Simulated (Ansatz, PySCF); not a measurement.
Al(Cl)(F)(SMe) (CH3AlClFS), SMILES C[S][Al]([F])[Cl].

Coordinates come from a PBE0-D3(BJ)/def2-SVP optimisation. The structure was generated by enumeration; whether it is a known compound was not checked. One conformer was computed; it need not be the lowest.

Vertical ionisation energy (IE) and electron affinity (EA) in eV. Rows of orbital energies are one-electron estimates. Where ΔSCF, EOM or ADC give a negative EA the extra electron is unbound and the value depends on the basis.

```tsv
level	IE	EA
−ε(HOMO), −ε(LUMO), M06-2X/def2-TZVP (PySCF)	8.78	0.40
−ε(HOMO), −ε(LUMO), PBE/def2-TZVP (PySCF)	6.41	1.81
ΔSCF, PBE0/def2-SVPD (Ansatz), final states of multiplicity 2 and 2	(withheld)	(withheld)
ΔSCF, PBE/def2-SVPD (Ansatz), final states of multiplicity 2 and 2	9.68	0.05
```

Question: Complete the blanks. (An estimate is asked for; the answer gives what the named calculation found.)

Answer: 
- ΔSCF, PBE0/def2-SVPD (Ansatz, a program for electronic structure), final states of multiplicity 2 and 2, IE: 9.86
- ΔSCF, PBE0/def2-SVPD (Ansatz), final states of multiplicity 2 and 2, EA: -0.09

Question: What vertical singlet–triplet gap does ΔSCF give with PBE0/def2-SVPD (Ansatz) and with PBE/def2-SVPD (Ansatz)? (Estimate from the structure and the level; the computed values follow.)

Answer: 5.06 and 4.82 eV (triplet above singlet where positive).
